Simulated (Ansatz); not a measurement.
`[CH3][Mg][Br]` + H₂O → `[CH3][Mg][OH]` + HBr at 298.15 K and 1 bar (formal hydrolysis of a Mg–Br bond).

Calculated with Ansatz (gas phase, PBE0-D4/def2-TZVP geometries, no zero-point term in ΔE). CBS: MP2 limit from def2 TZ/QZ plus the TZ coupled-cluster correction, frozen cores. This one scheme is used for every species. For Br, Mg outer-core shells are correlated without core-valence functions, which leaves a few kJ/mol of doubt a bond. Scalar relativity is left out up to krypton. One conformer a species, not always the lowest.

| species | CCSD(T)/CBS energy (Eh) | H − E (kJ/mol) | S (J/(mol·K)) |
| --- | --- | --- | --- |
| `[CH3][Mg][Br]` | -2813.14753 | 109.5 | 301.4 |
| H₂O | -76.37941 | 66.4 | 188.7 |
| `[CH3][Mg][OH]` | -315.57215 | 140.6 | 306.8 |
| HBr | -2573.91920 | 24.6 | 198.6 |

H − E and S are ideal-gas, rigid-rotor, harmonic terms from PBE0-D4/def2-TZVP, for one conformer and one mirror image of each species. 1 Eh = 2625.50 kJ/mol, R = 8.31446 J/(mol·K).

Task: By hand: ΔE, ΔH, ΔS and ΔG.

Result: ΔE = (-315.57215) + (-2573.91920) − (-2813.14753) − (-76.37941) = 0.03559 Eh = 93.4 kJ/mol. Δ(H − E) = 140.6 + 24.6 − 109.5 − 66.4 = -10.7, so ΔH = 82.7 kJ/mol. ΔS = 306.8 + 198.6 − 301.4 − 188.7 = 15.3 J/(mol·K). ΔG = 82.7 − 298.15 × (15.3)/1000 = 78.1 kJ/mol.

Task: By hand: the equilibrium constant, and the temperature at which ΔG would vanish if ΔH and ΔS stayed fixed.

Result: log₁₀ K = −ΔG/(RT ln 10) = -13.7. ΔG = 0 at ΔH/ΔS = 5405 K, far beyond where these terms or the molecules hold.

ΔH outweighs TΔS. A doubt of 5 kJ/mol in ΔE shifts log₁₀ K by 0.9 here. Other conformers and mirror images would add mixing entropy, several J/(mol·K) or more a flexible species. These are equilibria of isolated gas molecules and say nothing of rates. Largest T1 diagnostic: 0.010 (customary marks: 0.02 for closed shells, 0.045 for open ones).
